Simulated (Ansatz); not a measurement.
One geometry of Ge₃F₃⁻, several levels of theory.

```yaml
crystal:
  periodic: [false, false, false]
  atoms:
    - {symbol: Ge, position_ang: [-0.265939, -0.095754, -1.047153]}
    - {symbol: Ge, position_ang: [1.961771, -0.621488, -0.218040]}
    - {symbol: Ge, position_ang: [-1.264093, -0.161771, 1.186344]}
    - {symbol: F, position_ang: [1.512845, -2.276859, 0.435550]}
    - {symbol: F, position_ang: [-1.808628, 1.568901, 1.392321]}
    - {symbol: F, position_ang: [-0.135956, 1.586971, -1.749013]}
basis:
  gaussian: {orbitals: STO-3G}
total_charge: -1
hamiltonian: {xc: hf}
scf: {omitted_lower_state_checks: [starts]}
output: {orbitals: {seedname: orbitals}}
```

The file start.molden holds the orbitals of an earlier run on this structure, at another level or in another basis.

```sh
$ ansatz run in.yaml --threads 4 --pin off --events-out ev --progress --plain --max-ram 4787MiB
```

Shortened log:

```
Functional definition: HF
755 factors; integrals over basis functions are off by at most 2.9e-5 eV
mean field evaluation 1: about -175488.7303 eV, gradient 2.1e1 eV
mean field evaluation 2: about -175488.8356 eV, gradient 2.1e1 eV
mean field evaluation 4: about -175491.6135 eV, gradient 2.3e0 eV
mean field evaluation 8: about -175491.6903 eV, gradient 4.2e-2 eV
mean field -175491.68742002 eV, -6449.2005601478 hartree, gradient 2.0e-5 eV, S^2 0.000000; 0 other end points of the search recorded, 0 dependent functions left out
reference -175491.68742002 eV, -6449.2005601478 hartree; 62, 62 occupied and 7, 7 virtual orbitals, 755 factors
Total energy: -175491.68742002 eV, -6449.2005601478 hartree
Checks for a lower state left out: starts
```

Run time 0.45 s (4 threads of Arm Neoverse V1 on a shared host).

As the first input, with `gaussian: {orbitals: def2-SVPD, initial_orbitals: start.molden}`, `hamiltonian: {xc: pbe0, dispersion: d4}` (abridged; 4.7 s):

```
Functional definition: PBE0
mean field -177654.14013758 eV, -6528.6692317548 hartree, gradient 2.0e-5 eV, S^2 0.000000
Total energy: -177654.34716008 eV, -6528.6768396913 hartree
Checks for a lower state left out: starts
```

As the first input, with `gaussian: {orbitals: def2-TZVPD, initial_orbitals: start.molden}`, `hamiltonian: {xc: {name: PBE-QIDH}}` and without the key `output` (abridged; 15 s):

```
Functional definition: PBE-QIDH
mean field -177641.60133047 eV, -6528.2084390928 hartree, gradient 3.4e-6 eV, S^2 0.000000
30 core orbitals not correlated: weight in the atoms' cores, before any rotation towards them, 1.000 or more for the frozen orbitals, at most 0.000 for the correlated occupied ones
second order -45.61131086 eV of doubles, -0.00000000 eV of singles
Total energy: -177656.80511887 eV, -6528.7671680111 hartree
Checks for a lower state left out: starts
```

The first input with `gaussian: {orbitals: def2-TZVPD, initial_orbitals: start.molden}`, `hamiltonian: {xc: pbe}`, `correlation: {method: rpa}` and without the key `output` (abridged; 12 s):

```
Functional definition: PBE
mean field -177681.41160510 eV, -6529.6714397009 hartree, gradient 1.6e-6 eV, S^2 0.000000
30 core orbitals not correlated: weight in the atoms' cores, before any rotation towards them, 1.000 or more for the frozen orbitals, at most 0.000 for the correlated occupied ones
Total energy: -177602.75902080 eV, -6526.7810105407 hartree
Checks for a lower state left out: starts
```

The first input with `gaussian: {orbitals: def2-TZVPD, initial_orbitals: start.molden}`, `hamiltonian: {xc: pbe0, dispersion: d4}`, `output: {forces: true, orbitals: {seedname: orbitals}}` (abridged; 14 s):

```
Functional definition: PBE0
mean field -177684.90075776 eV, -6529.7996636963 hartree, gradient 1.2e-5 eV, S^2 0.000000
Total energy: -177685.10778585 eV, -6529.8072718382 hartree
Atom 0 force     0.022882     0.368883    -0.153802 eV/Å
Atom 1 force    -0.136780    -0.350261     0.169062 eV/Å
Atom 2 force    -0.067113     0.390709     0.019162 eV/Å
Atom 3 force     0.106422     0.327515    -0.131868 eV/Å
Atom 4 force     0.106856    -0.389360    -0.025236 eV/Å
Atom 5 force    -0.032267    -0.347487     0.122682 eV/Å
Dipole moment:     0.113510    -0.256426     0.007057 e Å
Checks for a lower state left out: starts
```

The first input with `gaussian: {orbitals: def2-TZVPD, initial_orbitals: start.molden}`, `hamiltonian: {xc: {name: CAM-B3LYP}, dispersion: d4}` (abridged; 13 s):

```
Functional definition: CAM-B3LYP
mean field -177722.03758299 eV, -6531.1644168512 hartree, gradient 1.3e-5 eV, S^2 0.000000
Total energy: -177722.25727201 eV, -6531.1724902738 hartree
Checks for a lower state left out: starts
```

As the first input, with `gaussian: {orbitals: def2-SVPD, initial_orbitals: start.molden}`, `correlation: {method: ccsd_t}` and without the key `hamiltonian` (abridged; 2.4 min):

```
Functional definition: HF
mean field -177514.65645974 eV, -6523.5433011398 hartree, gradient 1.5e-6 eV, S^2 0.000000; unrestricted orbitals would lower it
30 core orbitals not correlated: weight in the atoms' cores, before any rotation towards them, 1.000 or more for the frozen orbitals, at most 0.000 for the correlated occupied ones
second order -34.42049280 eV of doubles, -0.00000000 eV of singles
cycle   1  -32.85220851 eV  change     1.6e0 eV  update   1.9e-1
cycle   2  -33.95859301 eV  change    -1.1e0 eV  update   6.8e-2
cycle   3  -34.21050682 eV  change   -2.5e-1 eV  update   4.1e-2
cycle   4  -34.17835574 eV  change    3.2e-2 eV  update   1.6e-2
cycle   5  -34.15773187 eV  change    2.1e-2 eV  update   1.1e-2
cycle   6  -34.16976266 eV  change   -1.2e-2 eV  update   5.3e-3
cycle   7  -34.17158480 eV  change   -1.8e-3 eV  update   2.6e-3
cycle   8  -34.16909746 eV  change    2.5e-3 eV  update   9.4e-4
cycle   9  -34.16943024 eV  change   -3.3e-4 eV  update   4.8e-4
cycle  10  -34.17009284 eV  change   -6.6e-4 eV  update   1.8e-4
cycle  11  -34.16976367 eV  change    3.3e-4 eV  update   9.7e-5
cycle  12  -34.16978811 eV  change   -2.4e-5 eV  update   5.4e-5
perturbative correction -1.21772086 eV, -0.0447504160 hartree
Total energy: -177550.04396871 eV, -6524.8437681079 hartree
Checks for a lower state left out: starts
```

Geometry: r2SCAN-D4/def2-SVPD.

Correlated methods freeze 30 core orbitals; core or outer-core shells of Ge are correlated, in sets that lack core-valence functions. The restricted singlet is unstable towards broken spin symmetry in Hartree–Fock (as tested in another run); at HF/STO-3G, PBE0-D4/def2-SVPD, PBE-QIDH/def2-TZVPD, PBE0-D4/def2-TZVPD and others this wasn't settled. At HF/STO-3G the highest occupied level of the charge -1 singlet lies above zero (up to 1.92 eV). In Hartree–Fock with STO-3G the lack of diffuse functions raises the level. At CCSD(T)/def2-SVPD T1 of the charge -1 singlet is large (up to 0.021), so the single-reference result is doubtful. At CCSD(T)/def2-SVPD the restricted singlet (for correlated methods, its reference) is unstable: a solution with broken spin symmetry lies lower. The structure comes from a short search, and lower isomers may exist.
